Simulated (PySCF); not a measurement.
# Correlation energy of S (sulfur, neutral)

[Ne] 3s2 3p4, high-spin 3P determinant. Calculation: PySCF 2.14, in jorge-DZP-DKH (7s4p1d, 24 functions); the spin-free X2C one-electron Hamiltonian (Gaussian nucleus). Frozen: [Ne]; 6 electrons correlated.

MP2 pair energies summed by pair of shells (mhartree):

```
 pair  energy  share (%)
3p-3p  -40.88       47.0
3s-3p  -38.22       44.0
3s-3s   -7.82        9.0
```

Total MP2 correlation energy: -86.92 mhartree.

Same-spin part -21.54 and opposite-spin part -65.38 mhartree; SCS-MP2 scales them by 1/3 and 6/5 to -85.64 mhartree.

```csv
level,correlation energy (mhartree)
CCSD,-105.64
(T),-1.32
CCSD(T),-106.96
```

Diagnostics: T1 = 0.0071, D1 = 0.0225, largest double amplitude 0.053.

Cost of the coupled-cluster step: 0.16 s of wall time on 1 thread of Neoverse-V1 (shared host), for 6 correlated electrons.
